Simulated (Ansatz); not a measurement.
Relaxation of GaH2OS (5 atoms, charge 0, multiplicity 2), to a largest force component of 0.015 eV/Å in at most 40 steps.

Computed with UKS B3LYP/def2-SVP (Ansatz 0.2.0).

```xyz
5
Properties=species:S:1:pos:R:3
O -1.035 0.380 -0.365
Ga 0.549 0.085 0.199
S 1.781 1.864 0.692
H -1.897 0.141 -0.688
H 0.773 -1.430 0.226
```

Q: Where does it end, and by what steps?

A: The forces met the threshold. After 8 steps the energy has fallen by 0.418 eV; O1 moved furthest, 0.31 Å.

| step | energy less start (eV) | largest force component (eV/Å) | accepted |
| --- | --- | --- | --- |
| 0 | 0.0000 | 1.448 | yes |
| 1 | -0.1675 | 0.813 | yes |
| 2 | -0.2060 | 0.678 | yes |
| 3 | -0.3283 | 1.224 | yes |
| 4 | -0.3558 | 1.403 | yes |
| 5 | -0.4065 | 0.204 | yes |
| 6 | -0.4160 | 0.132 | yes |
| 7 | -0.4178 | 0.027 | yes |
| 8 | -0.4180 | 0.003 | yes |

```xyz
5
Properties=species:S:1:pos:R:3
O -1.164 0.657 -0.406
Ga 0.444 0.103 0.158
S 1.816 1.741 0.701
H -1.769 -0.057 -0.645
H 0.843 -1.405 0.257
```

Whether the end is a true minimum wasn't checked by a vibrational analysis.

The run took 27 s on 2 threads of Intel(R) Xeon(R) Platinum 8488C (Sapphire Rapids) (shared host), peak memory 0.24 GiB.
